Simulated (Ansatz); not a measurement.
A short molecular-dynamics run on C$_{2}$H$_{8}$BGeIn.

```yaml
crystal:
  periodic: [false, false, false]
  atoms:
    - {symbol: B, position_ang: [-1.781299, -0.034141, -0.434111]}
    - {symbol: Ge, position_ang: [-0.552226, -0.227901, 1.054665]}
    - {symbol: In, position_ang: [-0.234388, -1.675676, -1.390978]}
    - {symbol: C, position_ang: [1.135618, 0.707773, 1.211066]}
    - {symbol: C, position_ang: [1.346642, 1.878871, 0.616337]}
    - {symbol: H, position_ang: [-2.780292, -0.697659, -0.444606]}
    - {symbol: H, position_ang: [-1.622812, 0.851980, -1.225580]}
    - {symbol: H, position_ang: [-0.590867, -1.387356, 2.070003]}
    - {symbol: H, position_ang: [-0.832545, -1.767253, -3.006795]}
    - {symbol: H, position_ang: [1.113736, -2.684426, -0.986811]}
    - {symbol: H, position_ang: [1.924947, 0.267289, 1.814979]}
    - {symbol: H, position_ang: [2.291565, 2.407371, 0.708332]}
    - {symbol: H, position_ang: [0.581920, 2.361130, 0.013499]}
basis:
  gaussian: {orbitals: def2-SVP}
hamiltonian: {xc: {name: r2SCAN}, dispersion: rvv10}
md: {timestep: 0.5 fs, n_steps: 30, ensemble: nvt_langevin, temperature: 500, initial_velocities: maxwell_boltzmann, friction: 0.01, seed: 915}
```

```sh
$ ansatz run in.yaml --threads 4 --pin off --events-out ev --progress --plain --max-ram 10444MiB
```

```tsv
step	time (fs)	potential energy (eV)	kinetic (eV)	T (K)	conserved (eV)
0	0.0	-64558.1774	0.7756	462	–
1	0.5	-64558.1566	0.7361	438	–
2	1.0	-64558.0970	0.7142	425	–
3	1.5	-64558.0181	0.6247	372	–
4	2.0	-64557.9488	0.5490	327	–
5	2.5	-64557.9077	0.5103	304	–
6	3.0	-64557.8984	0.4864	289	–
7	3.5	-64557.9099	0.5295	315	–
8	4.0	-64557.9264	0.5363	319	–
9	4.5	-64557.9377	0.6227	371	–
10	5.0	-64557.9337	0.6025	359	–
11	5.5	-64557.9129	0.5668	337	–
12	6.0	-64557.8804	0.5197	309	–
13	6.5	-64557.8438	0.5031	299	–
14	7.0	-64557.8094	0.4889	291	–
15	7.5	-64557.7856	0.4554	271	–
16	8.0	-64557.7800	0.4506	268	–
17	8.5	-64557.7902	0.4378	261	–
18	9.0	-64557.8126	0.4414	263	–
19	9.5	-64557.8414	0.4990	297	–
20	10.0	-64557.8644	0.5455	325	–
21	10.5	-64557.8668	0.5460	325	–
22	11.0	-64557.8433	0.5473	326	–
23	11.5	-64557.7968	0.5132	305	–
24	12.0	-64557.7366	0.4736	282	–
25	12.5	-64557.6813	0.4236	252	–
26	13.0	-64557.6544	0.3909	233	–
27	13.5	-64557.6668	0.3846	229	–
28	14.0	-64557.7060	0.4341	258	–
29	14.5	-64557.7544	0.4695	279	–
30	15.0	-64557.7970	0.4759	283	–
```

Velocities are drawn at the set temperature; a run this short doesn't reach equilibrium.

Frames (Å, forces in eV/Å):

```xyz
13
time=0.0 fs
B    -1.781   -0.034   -0.434    0.155   -0.063    0.113
Ge   -0.552   -0.228    1.055   -0.014   -0.013    0.093
In   -0.234   -1.676   -1.391   -0.023    0.048    0.077
C     1.136    0.708    1.211   -0.361   -0.519    0.122
C     1.347    1.879    0.616    0.076    0.342   -0.170
H    -2.780   -0.698   -0.445   -0.250   -0.162   -0.006
H    -1.623    0.852   -1.226    0.035    0.221   -0.198
H    -0.591   -1.387    2.070    0.015   -0.011   -0.006
H    -0.833   -1.767   -3.007   -0.033    0.004   -0.076
H     1.114   -2.684   -0.987    0.061   -0.049    0.011
H     1.925    0.267    1.815    0.279   -0.168    0.229
H     2.292    2.407    0.708    0.331    0.189    0.029
H     0.582    2.361    0.013   -0.272    0.181   -0.219
13
time=1.0 fs
B    -1.786   -0.030   -0.444   -0.150   -0.283    0.075
Ge   -0.554   -0.227    1.055   -0.067    0.194   -0.170
In   -0.233   -1.677   -1.390    0.162   -0.126    0.163
C     1.131    0.712    1.214   -1.512    0.171   -0.799
C     1.348    1.881    0.622   -1.092    0.939   -1.080
H    -2.792   -0.737   -0.443    0.277    0.282   -0.053
H    -1.607    0.850   -1.261   -0.082   -0.039    0.046
H    -0.592   -1.362    2.080   -0.018   -0.178    0.113
H    -0.860   -1.781   -2.993   -0.024    0.001   -0.103
H     1.135   -2.706   -1.000   -0.140    0.116   -0.043
H     1.908    0.305    1.779    1.529   -0.981    1.264
H     2.282    2.414    0.693    0.667    0.274    0.136
H     0.571    2.387   -0.009    0.450   -0.370    0.452
13
time=2.0 fs
B    -1.791   -0.025   -0.455   -0.275   -0.458    0.088
Ge   -0.555   -0.226    1.056   -0.138    0.419   -0.468
In   -0.231   -1.678   -1.389    0.310   -0.272    0.232
C     1.125    0.717    1.217   -2.202    0.564   -1.327
C     1.348    1.883    0.627   -1.631    1.470   -1.698
H    -2.800   -0.771   -0.440    0.632    0.631   -0.116
H    -1.586    0.845   -1.296   -0.203   -0.245    0.256
H    -0.594   -1.334    2.088   -0.052   -0.374    0.269
H    -0.886   -1.791   -2.979   -0.014   -0.004   -0.126
H     1.155   -2.724   -1.011   -0.304    0.252   -0.085
H     1.904    0.335    1.754    2.329   -1.489    1.898
H     2.277    2.426    0.676    0.722    0.205    0.212
H     0.565    2.405   -0.028    0.824   -0.699    0.864
13
time=3.0 fs
B    -1.796   -0.021   -0.464   -0.249   -0.554    0.102
Ge   -0.556   -0.226    1.056   -0.214    0.664   -0.784
In   -0.229   -1.679   -1.389    0.399   -0.388    0.247
C     1.118    0.723    1.218   -1.658    0.333   -0.979
C     1.346    1.887    0.630   -1.548    1.853   -1.992
H    -2.801   -0.798   -0.438    0.807    0.858   -0.175
H    -1.564    0.836   -1.329   -0.315   -0.405    0.440
H    -0.596   -1.301    2.099   -0.085   -0.598    0.463
H    -0.914   -1.801   -2.967    0.013   -0.006   -0.106
H     1.173   -2.738   -1.023   -0.419    0.351   -0.115
H     1.920    0.347    1.747    1.879   -1.327    1.625
H     2.280    2.438    0.661    0.512    0.011    0.265
H     0.567    2.414   -0.038    0.878   -0.793    1.009
13
time=4.0 fs
B    -1.801   -0.017   -0.472   -0.096   -0.629    0.166
Ge   -0.557   -0.225    1.057   -0.288    0.828   -1.032
In   -0.227   -1.680   -1.388    0.402   -0.451    0.233
C     1.111    0.729    1.219   -0.273   -0.177   -0.142
C     1.342    1.893    0.633   -1.066    1.919   -1.978
H    -2.791   -0.818   -0.437    0.798    0.953   -0.221
H    -1.546    0.821   -1.358   -0.392   -0.455    0.542
H    -0.600   -1.274    2.112   -0.114   -0.746    0.596
H    -0.949   -1.812   -2.955    0.050   -0.004   -0.069
H     1.181   -2.746   -1.036   -0.457    0.394   -0.127
H     1.954    0.347    1.755    0.570   -0.750    0.794
H     2.286    2.448    0.647    0.225   -0.196    0.319
H     0.579    2.416   -0.041    0.640   -0.684    0.919
13
time=5.0 fs
B    -1.806   -0.014   -0.480    0.161   -0.710    0.339
Ge   -0.557   -0.224    1.057   -0.389    0.873   -1.192
In   -0.225   -1.681   -1.387    0.353   -0.468    0.223
C     1.103    0.734    1.217    1.206   -0.642    0.691
C     1.336    1.902    0.634   -0.314    1.638   -1.605
H    -2.770   -0.832   -0.440    0.627    0.917   -0.247
H    -1.533    0.797   -1.380   -0.419   -0.366    0.512
H    -0.605   -1.252    2.129   -0.132   -0.783    0.628
H    -0.984   -1.821   -2.939    0.079   -0.003   -0.051
H     1.182   -2.748   -1.051   -0.429    0.386   -0.124
H     1.995    0.339    1.772   -0.834   -0.126   -0.077
H     2.292    2.455    0.641   -0.029   -0.352    0.353
H     0.597    2.413   -0.035    0.120   -0.364    0.551
13
time=6.0 fs
B    -1.811   -0.011   -0.489    0.506   -0.743    0.596
Ge   -0.557   -0.223    1.058   -0.503    0.774   -1.203
In   -0.223   -1.682   -1.386    0.272   -0.446    0.210
C     1.096    0.739    1.215    2.216   -0.790    1.165
C     1.330    1.912    0.633    0.598    0.993   -0.874
H    -2.743   -0.838   -0.443    0.318    0.752   -0.264
H    -1.523    0.772   -1.396   -0.407   -0.196    0.381
H    -0.613   -1.238    2.151   -0.134   -0.670    0.506
H    -1.013   -1.830   -2.923    0.094    0.000   -0.046
H     1.179   -2.746   -1.070   -0.351    0.339   -0.103
H     2.027    0.332    1.787   -1.744    0.280   -0.637
H     2.295    2.461    0.638   -0.224   -0.454    0.365
H     0.617    2.404   -0.021   -0.641    0.159   -0.094
13
time=7.0 fs
B    -1.815   -0.009   -0.498    0.904   -0.713    0.905
Ge   -0.558   -0.222    1.058   -0.606    0.598   -1.097
In   -0.220   -1.684   -1.385    0.172   -0.403    0.207
C     1.091    0.742    1.214    2.702   -0.535    1.244
C     1.324    1.923    0.631    1.382    0.079    0.001
H    -2.713   -0.837   -0.444   -0.100    0.465   -0.274
H    -1.516    0.743   -1.408   -0.358    0.031    0.177
H    -0.620   -1.230    2.179   -0.130   -0.469    0.278
H    -1.037   -1.842   -2.907    0.094    0.005   -0.059
H     1.174   -2.739   -1.090   -0.239    0.269   -0.074
H     2.040    0.332    1.800   -2.106    0.442   -0.882
H     2.296    2.465    0.638   -0.329   -0.468    0.355
H     0.627    2.395   -0.008   -1.387    0.699   -0.780
13
time=8.0 fs
B    -1.818   -0.009   -0.505    1.368   -0.579    1.215
Ge   -0.558   -0.221    1.059   -0.666    0.412   -0.931
In   -0.217   -1.685   -1.384    0.022   -0.323    0.189
C     1.088    0.744    1.214    2.716   -0.198    1.101
C     1.318    1.934    0.629    1.568   -0.675    0.520
H    -2.679   -0.833   -0.445   -0.635    0.046   -0.261
H    -1.513    0.711   -1.417   -0.280    0.290   -0.073
H    -0.628   -1.229    2.206   -0.116   -0.234    0.004
H    -1.061   -1.855   -2.891    0.097    0.012   -0.063
H     1.165   -2.730   -1.111   -0.078    0.162   -0.038
H     2.033    0.332    1.803   -2.070    0.478   -0.906
H     2.293    2.462    0.641   -0.234   -0.336    0.324
H     0.625    2.394   -0.002   -1.693    0.945   -1.080
13
time=9.0 fs
B    -1.820   -0.009   -0.510    1.764   -0.402    1.425
Ge   -0.559   -0.220    1.060   -0.685    0.253   -0.764
In   -0.215   -1.686   -1.383   -0.187   -0.204    0.146
C     1.089    0.747    1.213    2.278    0.124    0.809
C     1.315    1.944    0.630    1.003   -1.023    0.455
H    -2.651   -0.831   -0.447   -1.104   -0.353   -0.234
H    -1.512    0.682   -1.430   -0.211    0.487   -0.258
H    -0.636   -1.234    2.229   -0.096   -0.004   -0.261
H    -1.084   -1.870   -2.877    0.105    0.022   -0.048
H     1.154   -2.715   -1.133    0.135    0.018    0.005
H     2.007    0.334    1.799   -1.660    0.385   -0.718
H     2.287    2.454    0.651    0.007   -0.095    0.267
H     0.608    2.398   -0.007   -1.349    0.792   -0.823
13
time=10.0 fs
B    -1.820   -0.009   -0.515    1.905   -0.357    1.505
Ge   -0.560   -0.219    1.060   -0.666    0.145   -0.628
In   -0.212   -1.687   -1.383   -0.419   -0.092    0.074
C     1.091    0.750    1.212    1.334    0.516    0.280
C     1.313    1.952    0.630    0.015   -0.953   -0.031
H    -2.635   -0.837   -0.451   -1.286   -0.503   -0.220
H    -1.511    0.656   -1.449   -0.181    0.571   -0.309
H    -0.644   -1.239    2.250   -0.076    0.193   -0.491
H    -1.104   -1.887   -2.867    0.129    0.038   -0.004
H     1.143   -2.703   -1.155    0.350   -0.124    0.046
H     1.965    0.339    1.789   -0.802    0.096   -0.251
H     2.285    2.445    0.669    0.166    0.126    0.174
H     0.576    2.411   -0.018   -0.470    0.344   -0.146
13
time=11.0 fs
B    -1.818   -0.010   -0.519    1.813   -0.446    1.449
Ge   -0.561   -0.218    1.060   -0.605    0.091   -0.530
In   -0.209   -1.688   -1.382   -0.625    0.005    0.015
C     1.095    0.755    1.211   -0.047    1.036   -0.502
C     1.313    1.960    0.630   -0.995   -0.737   -0.581
H    -2.631   -0.846   -0.461   -1.204   -0.419   -0.207
H    -1.510    0.637   -1.470   -0.177    0.562   -0.238
H    -0.650   -1.243    2.266   -0.062    0.337   -0.658
H    -1.121   -1.908   -2.857    0.145    0.056    0.032
H     1.137   -2.691   -1.179    0.540   -0.245    0.081
H     1.918    0.351    1.779    0.439   -0.417    0.495
H     2.287    2.437    0.687    0.248    0.322    0.073
H     0.536    2.428   -0.030    0.529   -0.145    0.570
13
time=12.0 fs
B    -1.814   -0.011   -0.523    1.492   -0.685    1.297
Ge   -0.563   -0.216    1.061   -0.513    0.074   -0.469
In   -0.207   -1.689   -1.382   -0.805    0.088   -0.023
C     1.100    0.761    1.209   -1.555    1.523   -1.362
C     1.313    1.966    0.631   -1.604   -0.497   -0.951
H    -2.641   -0.858   -0.473   -0.880   -0.118   -0.193
H    -1.514    0.623   -1.494   -0.184    0.493   -0.080
H    -0.653   -1.248    2.275   -0.056    0.437   -0.768
H    -1.137   -1.932   -2.844    0.150    0.073    0.048
H     1.134   -2.680   -1.206    0.709   -0.345    0.111
H     1.875    0.361    1.774    1.764   -1.014    1.365
H     2.290    2.431    0.704    0.236    0.449   -0.010
H     0.502    2.444   -0.038    1.248   -0.476    1.035
13
time=13.0 fs
B    -1.810   -0.012   -0.524    1.033   -1.002    1.051
Ge   -0.565   -0.213    1.061   -0.409    0.080   -0.436
In   -0.204   -1.689   -1.381   -0.926    0.133   -0.042
C     1.104    0.768    1.208   -2.427    1.631   -1.774
C     1.311    1.972    0.632   -1.661   -0.275   -1.088
H    -2.659   -0.873   -0.486   -0.412    0.306   -0.171
H    -1.519    0.614   -1.517   -0.201    0.379    0.145
H    -0.653   -1.251    2.280   -0.059    0.494   -0.827
H    -1.151   -1.959   -2.830    0.146    0.090    0.053
H     1.137   -2.672   -1.234    0.818   -0.400    0.131
H     1.848    0.364    1.779    2.438   -1.314    1.829
H     2.295    2.429    0.718    0.088    0.478   -0.078
H     0.482    2.452   -0.039    1.572   -0.600    1.206
13
time=14.0 fs
B    -1.804   -0.014   -0.524    0.637   -1.167    0.694
Ge   -0.567   -0.211    1.062   -0.314    0.111   -0.446
In   -0.201   -1.690   -1.380   -0.894    0.082   -0.043
C     1.105    0.776    1.206   -1.979    0.923   -1.149
C     1.309    1.976    0.633   -1.306    0.025   -1.065
H    -2.678   -0.885   -0.503   -0.012    0.638   -0.126
H    -1.525    0.613   -1.540   -0.223    0.210    0.447
H    -0.652   -1.250    2.278   -0.065    0.496   -0.822
H    -1.160   -1.984   -2.817    0.135    0.102    0.049
H     1.148   -2.672   -1.261    0.781   -0.351    0.136
H     1.847    0.351    1.798    1.797   -0.900    1.295
H     2.300    2.432    0.734   -0.170    0.422   -0.153
H     0.476    2.456   -0.033    1.613   -0.593    1.183
13
time=15.0 fs
B    -1.798   -0.019   -0.525    0.291   -1.260    0.380
Ge   -0.570   -0.210    1.062   -0.232    0.155   -0.505
In   -0.198   -1.691   -1.379   -0.761   -0.036   -0.049
C     1.106    0.784    1.203   -1.004   -0.167   -0.058
C     1.305    1.979    0.634   -0.645    0.247   -0.840
H    -2.700   -0.891   -0.526    0.322    0.877   -0.057
H    -1.531    0.614   -1.556   -0.221    0.080    0.677
H    -0.647   -1.252    2.267   -0.076    0.456   -0.750
H    -1.169   -2.008   -2.805    0.131    0.110    0.050
H     1.169   -2.674   -1.289    0.638   -0.230    0.134
H     1.862    0.330    1.826    0.635   -0.152    0.313
H     2.303    2.436    0.751   -0.417    0.344   -0.227
H     0.483    2.454   -0.020    1.339   -0.423    0.933
```

It took 2.6 min on 4 threads of an Intel Xeon on a shared host, with 0.66 GiB of host memory at the peak.
